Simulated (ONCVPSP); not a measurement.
**rubidium, ONCV: configuration errors across variants**

| Quantity | Value |
| --- | --- |
| Element | Rb (Z = 37) |
| Generator | ONCVPSP 4.0.1 |
| Type | optimised norm-conserving Vanderbilt (ONCV) |
| Functional | PBE |
| Relativity | scalar-relativistic |
| Frozen core | [Ar] 3d10 |
| Valence charge | 9 |
| Reference configuration | 4s2 4p6 5s1 |
| Partial waves | 4s+5s: rc 2.35 bohr, ncon 4, nbas 8, qcut 6.7 1/bohr, 2 projectors; 4p: rc 1.75 bohr, ncon 3, nbas 7, qcut 5.5 1/bohr, 2 projectors, debl 0.7 Ha; d scattering state at 0.02 Ha: rc 2.10 bohr, ncon 5, nbas 10, qcut 4.6 1/bohr, 2 projectors, debl 3.2 Ha |
| Local potential | polynomial inside 1.40 bohr (lpopt 3, dvloc0 0 Ha) |
| Core correction | Teter function, fcfact 3.75, rcfact 1.15 |

All-electron excitation energies from the reference (eV): (1) 4s2 4p6 5s0 4.154; (2) 4s2 4p6 5s0.5 1.578; (3) 4s2 4p6 5s0 5p1 1.520; (4) 4s2 4p5 5s1 21.140.

Errors AE − PS in meV (a dash: test not solved or not reliable):

| change | (1) | (2) | (3) | (4) | bound ghosts | GHOST(+) flags above zero |
| --- | --- | --- | --- | --- | --- | --- |
| base | -0.2 | -0.1 | -0.1 | -6.0 | none | s |
| core correction Teter function, fcfact 3.75, rcfact 0.94 | -0.2 | -0.1 | -0.1 | -7.3 | none | s |
| core correction Teter function, fcfact 3.75, rcfact 1.14 | -0.2 | -0.1 | -0.1 | -6.0 | none | s |
| core correction Teter function, fcfact 3.75, rcfact 1.32 | -0.2 | -0.1 | -0.1 | -5.5 | none | s |
| core correction Teter function, fcfact 3.75, rcfact 1.46 | -0.3 | -0.1 | -0.1 | -7.7 | none | s |
| core correction Teter function, fcfact 3.75, rcfact 1.64 | -0.4 | -0.1 | -0.2 | -17 | none | s |
| core correction Teter function, fcfact 3.75, rcfact 2.06 | -5.0 | -0.7 | -3.0 | -62 | none | s |

Task: Give the same row for: core correction Teter function, fcfact 3.75, rcfact 1.82.

Result: -1.1, -0.2, -0.7, -33; bound ghosts: none; GHOST(+) flags above zero: s.
